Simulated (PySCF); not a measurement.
Can point charges reproduce the dipole moment of `CC[Si@@H]1C[Si@@H](Cl)CN1C`?

Coordinates (GFN2-xTB, Å) and charges (e) from the PBE0/pcSseg-1 density (PySCF):

| atom | x | y | z | Mulliken | IAO | Hirshfeld | ESP-fitted |
| --- | --- | --- | --- | --- | --- | --- | --- |
| C1 | 3.123 | -0.564 | -0.038 | -0.2917 | -0.4091 | -0.1179 | -0.1467 |
| C2 | 1.978 | 0.379 | -0.383 | -0.5884 | -0.5459 | -0.1605 | -0.1859 |
| Si3 | 0.377 | -0.097 | 0.521 | +0.9871 | +1.0240 | +0.3856 | +0.6790 |
| C4 | -0.307 | -1.803 | 0.012 | -0.8963 | -0.8568 | -0.2580 | -0.4821 |
| Si5 | -2.139 | -1.497 | -0.338 | +0.8694 | +0.9452 | +0.3717 | +0.3164 |
| Cl6 | -3.344 | -2.465 | 0.966 | -0.3287 | -0.3151 | -0.1276 | -0.1816 |
| C7 | -2.246 | 0.384 | -0.038 | -0.2883 | -0.4395 | -0.1227 | -0.1992 |
| N8 | -0.903 | 0.923 | -0.010 | -0.8029 | -0.5043 | -0.1766 | -0.2480 |
| C9 | -0.859 | 2.358 | 0.096 | -0.0609 | -0.2941 | -0.0687 | -0.5051 |
| H10 | 4.030 | -0.292 | -0.576 | +0.1198 | +0.1413 | +0.0401 | +0.0606 |
| H11 | 3.336 | -0.531 | 1.027 | +0.1160 | +0.1378 | +0.0383 | +0.0288 |
| H12 | 2.867 | -1.589 | -0.297 | +0.1127 | +0.1340 | +0.0370 | +0.0233 |
| H13 | 1.819 | 0.371 | -1.462 | +0.1382 | +0.1450 | +0.0379 | +0.0365 |
| H14 | 2.271 | 1.395 | -0.120 | +0.1397 | +0.1409 | +0.0365 | +0.0610 |
| H15 | 0.623 | -0.086 | 1.982 | -0.0986 | -0.1708 | -0.0968 | -0.1702 |
| H16 | -0.152 | -2.532 | 0.802 | +0.1790 | +0.1726 | +0.0389 | +0.1221 |
| H17 | 0.204 | -2.187 | -0.866 | +0.1761 | +0.1671 | +0.0430 | +0.1494 |
| H18 | -2.562 | -1.858 | -1.693 | -0.0611 | -0.1275 | -0.0758 | -0.0512 |
| H19 | -2.771 | 0.611 | 0.901 | +0.1286 | +0.1225 | +0.0237 | +0.0919 |
| H20 | -2.808 | 0.891 | -0.830 | +0.1295 | +0.1385 | +0.0347 | +0.1152 |
| H21 | -1.397 | 2.812 | -0.741 | +0.1088 | +0.1349 | +0.0396 | +0.1673 |
| H22 | 0.174 | 2.693 | 0.069 | +0.1138 | +0.1401 | +0.0451 | +0.1540 |
| H23 | -1.318 | 2.711 | 1.027 | +0.0980 | +0.1192 | +0.0328 | +0.1646 |

**Question.** What dipole does each set of charges give (1 e·Å = 4.803 D), and what does the density give?

**Answer.** The full density gives (1.25, 1.35, -1.00) D, 2.10 D in size; dipole vectors point from the negative to the positive end.

```
    scheme    μx    μy     μz  size (D)  share of the full size (%)  angle to the full dipole (°)
  Mulliken  0.58  1.45  -0.60      1.67                          80                            20
       IAO  0.93  0.74  -0.93      1.51                          72                            12
 Hirshfeld  0.46  0.56  -0.53      0.90                          43                             8
ESP-fitted  1.25  1.37  -1.00      2.11                         101                             0
```

**Question.** Which set comes closest?

**Answer.** Length of the difference vector: ESP-fitted 0.02 D, IAO 0.70 D, Mulliken 0.79 D, Hirshfeld 1.22 D. Closest: ESP-fitted. 

**Question.** What is left for the Hirshfeld atoms' own dipoles?

**Answer.** The Hirshfeld atoms' densities add up to the full density, so μ = Σ q r + Σ (atomic dipoles). The atomic dipoles sum to (1.25, 1.35, -1.00) − (0.46, 0.56, -0.53) = (0.79, 0.79, -0.47) D, 1.22 D in size.

**Question.** With the origin at the mean of the coordinates, (0.000, 0.001, 0.000) Å, which are the largest single terms, by size, of the ESP-fitted dipole along the direction of the full one?

**Answer.** Cl6 +3.53, Si5 -3.16, C4 +3.13, C9 -2.33, C2 -1.43 D; all 23 atoms together +2.11 D. The single terms depend on the origin, their sum doesn't.

**Question.** Give the size of the full dipole in other units.

**Answer.** 2.10 D = 0.826 au = 0.437 e·Å = 7.00 × 10⁻³⁰ C·m.

One conformer (not necessarily the lowest) at the GFN2-xTB geometry, without solvent, vibrations or thermal averaging.
